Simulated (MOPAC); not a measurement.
A run for MOPAC: PM7 on AlH2I (SMILES [AlH2][I]), a point of a bond scan (R = 2.982 Å).

```
PM7 1SCF PRECISE CHARGE=0 THREADS=1
AlH2I

Al    -1.02948799 1    -1.59301317 1     0.26750098 1
H     -0.51932809 1    -2.62382129 1     1.33718988 1
H     -2.32698290 1    -1.78051460 1    -0.59760769 1
I      0.57336148 1     0.88721035 1    -0.14898159 1
```

Program output:

```
*******************************************************************************
 **                                                                           **
 **                              MOPAC v23.2.5                                **
 **                                                                           **
 *******************************************************************************
 ** MOPAC's Digital Object Identifier: https://doi.org/10.5281/zenodo.6511958 **
 **                                                                           **
 ** Please cite the open-source release paper for use of this MOPAC version:  **
 ** J. E. Moussa and J. J. P. Stewart (2026)                                  **
 ** MOPAC: An open-source semiempirical molecular orbital program             **
 ** J. Open Source Softw., 11(119), 8025, https://doi.org/10.21105/joss.08025 **
 *******************************************************************************

                              PM7 CALCULATION RESULTS

 *******************************************************************************
 *  PM7        - The PM7 Hamiltonian to be used
 *
 *
 *
 *                 CHARGE ON SYSTEM = 0
 *
 *
 *
 *  PRECISE    - TIGHTER CRITERIA TO BE USED
 *  1SCF       - DO 1 SCF AND THEN STOP
 *  THREADS=1  - MULTI-THREADING NOT USED
 *  T=         - A TIME OF 172800.0 SECONDS REQUESTED
 *  DUMP=N     - RESTART FILE WRITTEN EVERY 7200.0 SECONDS REQUESTED
 *******************************************************************************
PM7 1SCF PRECISE CHARGE=0 THREADS=1
 AlH2I

   ATOM   CHEMICAL          X               Y               Z
  NUMBER   SYMBOL      (ANGSTROMS)     (ANGSTROMS)     (ANGSTROMS)

     1      Al         -1.02948799  *  -1.59301317  *   0.26750098  *
     2       H         -0.51932809  *  -2.62382129  *   1.33718988  *
     3       H         -2.32698290  *  -1.78051460  *  -0.59760769  *
     4       I          0.57336148  *   0.88721035  *  -0.14898159  *



          CARTESIAN COORDINATES

    NO.       ATOM           X           Y           Z

     1        Al         -1.0295     -1.5930      0.2675
     2         H         -0.5193     -2.6238      1.3372
     3         H         -2.3270     -1.7805     -0.5976
     4         I          0.5734      0.8872     -0.1490

 General Reference for PM7:
 "Optimization of Parameters for Semiempirical Methods VI: More Modifications to the
 NDDO Approximations and Re-optimization of Parameters", J. J. P. Stewart, J. Mol. Mod., 1:32, 19 (2013)
 https://link.springer.com/article/10.1007/s00894-012-1667-x

           Empirical Formula: H2 Al I  =     4 atoms



      MOLECULAR POINT GROUP   :   C2v


      RHF CALCULATION, NO. OF DOUBLY OCCUPIED LEVELS = 6


 -------------------------------------------------------------------------------
 PM7 1SCF PRECISE CHARGE=0 THREADS=1
 AlH2I



     1SCF WAS SPECIFIED, SO BFGS WAS NOT USED
     SCF FIELD WAS ACHIEVED


                              PM7 CALCULATION
                                                       MOPAC v23.2.5 Linux




          FINAL HEAT OF FORMATION =         56.30580 KCAL/MOL =     235.58345 KJ/MOL


          COSMO AREA              =        115.41 SQUARE ANGSTROMS
          COSMO VOLUME            =        104.19 CUBIC ANGSTROMS

          IONIZATION POTENTIAL    =          9.562725 EV
          HOMO LUMO ENERGIES (EV) =         -9.563 -3.648
          NO. OF FILLED LEVELS    =          6
          MOLECULAR WEIGHT        =        155.9018         POINT GROUP:  C2v

          MOLECULAR DIMENSIONS (Angstroms)

            Atom       Atom       Distance
            I     4    H     2     3.96611
            H     3    H     2     2.60278
           Al     1    H     2     0.00000


          SCF CALCULATIONS        =          1





   ATOM   CHEMICAL          X               Y               Z
  NUMBER   SYMBOL      (ANGSTROMS)     (ANGSTROMS)     (ANGSTROMS)

     1      Al         -1.02948799  *  -1.59301317  *   0.26750098  *
     2       H         -0.51932809  *  -2.62382129  *   1.33718988  *
     3       H         -2.32698290  *  -1.78051460  *  -0.59760769  *
     4       I          0.57336148  *   0.88721035  *  -0.14898159  *

                             CARTESIAN COORDINATES

   1   Al       -1.029487990    -1.593013170     0.267500980
   2    H       -0.519328090    -2.623821290     1.337189880
   3    H       -2.326982900    -1.780514600    -0.597607690
   4    I        0.573361480     0.887210350    -0.148981590


           Empirical Formula: H2 Al I  =     4 atoms



      MOLECULAR POINT GROUP   :   C2v


                  EIGENVALUES
 -23.02380 -14.90559 -13.86651 -10.77342  -9.59586  -9.56273  -3.64756  -1.83954
   0.77209   2.40396  15.77622  16.20911  16.40797  18.94174  19.35730 123.32022
 123.37815 123.38059 123.45776 123.49534


              NET ATOMIC CHARGES AND DIPOLE CONTRIBUTIONS

  ATOM NO.   TYPE          CHARGE      No. of ELECS.   s-Pop       p-Pop       d-Pop
    1         Al           0.000060        2.9999     0.77176     1.83007     0.39811
    2          H           0.045362        0.9546     0.95464
    3          H           0.045362        0.9546     0.95464
    4          I          -0.090783        7.0908     1.89964     5.18964     0.00150
 DIPOLE           X         Y         Z       TOTAL
 POINT-CHG.    -0.870    -1.347     0.226     1.620
 HYBRID         0.473     0.732    -0.123     0.880
 SUM           -0.397    -0.615     0.103     0.739


          ATOMIC ORBITAL ELECTRON POPULATIONS

     Atom    s        px        py        pz      x^2-y^2     xz        z^2       yz        xy
    1 Al   0.77176   0.65061   0.61015   0.56931   0.07514   0.13826   0.01804   0.10910   0.05757
    2  H   0.95464
    3  H   0.95464
    4  I   1.89964   1.76240   1.57189   1.85535   0.00036   0.00012   0.00022   0.00022   0.00058

 **********************
 *                    *
 * JOB ENDED NORMALLY *
 *                    *
 **********************




 == MOPAC DONE ==
```

The run finished.

Cost: around 0.020 core-seconds (rough).
